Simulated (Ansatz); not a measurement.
Cost and result for the atomization energy of C$_{3}$H$_{7}$NSi (`C=C1[SiH2]N1C`) (12 atoms, 12 bonds).

```xyz
12

C    -1.868   -0.065   -0.608
C    -0.544   -0.153   -0.693
Si    1.122   -0.403   -1.360
N     0.521    0.016    0.178
C     0.519    0.374    1.561
H    -2.361    0.197    0.323
H    -2.487   -0.254   -1.474
H     1.829    0.621   -2.166
H     1.716   -1.746   -1.564
H    -0.038   -0.360    2.154
H     0.050    1.354    1.710
H     1.542    0.419    1.936
```

Total charge 0; spin multiplicity 1. The geometry is a stationary point of PBE0-D4/def2-TZVP. Program: Ansatz. All runs use 4 threads of a server CPU on a shared host. Times are those of one run each, without the atoms' runs, and a repeat can differ threefold. Electronic energies, without spin–orbit coupling; frozen cores. CCSD(T)/CBS adds CCSD(T) − MP2 in def2-TZVPP to the MP2 limit, and its time is that of the two runs behind it. T1 = 0.013. HSE06 is the plane-wave form, built on full-range PBE exchange.

CCSD(T)/CBS is a level of theory with its own doubt, some kJ/mol a heavy atom from the limit and from the frozen cores, so smaller differences don't rank the functionals.

```tsv
level	functions	wall time	atomization (kJ/mol)	difference from CCSD(T)/CBS	per bond
PBE0-D4/def2-TZVPP	264	2.2 s	4577.5	44.9	3.7
HSE06-D4/def2-TZVPP	264	2.5 s	4581.3	48.7	4.1
revPBE-D4/def2-TZVPP	264	2.6 s	4557.0	24.4	2.0
BLYP-D4/def2-TZVPP	264	2.6 s	4561.6	29.0	2.4
CAM-B3LYP-D4/def2-TZVPP	264	2.8 s	4572.3	39.7	3.3
CCSD(T)/def2-SVP	109	3.2 s	4286.3	-246.3	-20.5
r2SCAN-D4/def2-TZVPP (with forces)	264	3.4 s	4556.9	24.3	2.0
B2PLYP/def2-TZVPP	264	4.1 s	4502.9	-29.7	-2.5
B97M-V/def2-TZVPP	264	5.5 s	4561.8	29.2	2.4
ωB97M-V/def2-TZVPP (with forces)	264	7.5 s	4560.7	28.1	2.3
MP2/def2-QZVPP	508	18 s	4552.7	20.1	1.7
CCSD(T)/def2-TZVPP	264	84 s	4408.1	-124.5	-10.4
CCSD(T)/CBS(def2)	–	100 s	4532.6	0.0	0.0
```

At CCSD(T), def2-SVP lies −246.3 kJ/mol from the extrapolated value and def2-TZVPP −124.5 kJ/mol: correlation converges slowly with the basis, and small sets miss more of it in the bonded molecule than in its fragments. In def2-TZVPP, CCSD(T) changes the Hartree–Fock value by +1164.0 kJ/mol (the triples alone add +75.0 kJ/mol) and MP2 by +1234.2 kJ/mol; breaking electron pairs costs correlation energy, which Hartree–Fock lacks. Leaving LDA and LC-ωPBE aside and taking each functional with its dispersion term where it has one, the values, not all of them listed here, spread over 245.0 kJ/mol, from BHLYP-D4 to PBE-D4. LDA lies +586.9 kJ/mol from PBE without D4, its usual overbinding.
